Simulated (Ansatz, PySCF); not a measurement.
Energy landscape of H3Al, singlet: umbrella (inversion) coordinate, bond length relaxed. Scanned: angle between the Al-H bonds and the threefold axis (90 = planar). Other coordinates (Al-H bond length) were minimised at PBE0/def2-TZVP.

RKS-B3LYP/6-31G* = restricted B3LYP/6-31G*, spherical d (PySCF 2.14.0); RKS-B3LYP/def2-SVP = restricted B3LYP/def2-SVP (Ansatz, a quantum-chemistry and plane-wave program); CCSD(T)/def2-SVP = CCSD(T) on RHF/def2-SVP, frozen core run with Ansatz; FCI/def2-SVP = full CI/def2-SVP, frozen core run with Ansatz.

Energies relative to the lowest point of each profile, in kcal/mol:

| a / ° | RKS-B3LYP/6-31G* | RKS-B3LYP/def2-SVP | CCSD(T)/def2-SVP |
|---|---|---|---|
| 92.51 | 0.3 | 0.3 | 0.3 |
| 98.90 | 3.5 | 3.6 | 3.7 |
| 102.27 | 6.7 | 6.8 | 7.1 |
| 104.26 | 9.1 | 9.2 | 9.6 |
| 107.37 | 13.5 | 13.7 | 14.2 |
| 114.61 | 27.6 | 27.9 | 28.7 |
| 116.92 | 33.2 | 33.6 | 34.5 |
| 119.29 | 39.6 | 40.0 | 40.9 |
| 122.79 | 50.1 | 50.7 | 51.6 |
| 125.79 | 60.4 | 61.0 | 61.9 |
| 128.43 | 70.3 | 71.0 | 71.7 |
| 132 | 85.4 | 86.1 | 86.4 |

### Question
Estimate the FCI/def2-SVP values at these points.

### Answer
92.51: 0.3; 98.90: 3.7; 102.27: 7.1; 104.26: 9.6; 107.37: 14.2; 114.61: 28.7; 116.92: 34.4; 119.29: 40.9; 122.79: 51.5; 125.79: 61.7; 128.43: 71.6; 132: 86.3 (kcal/mol).
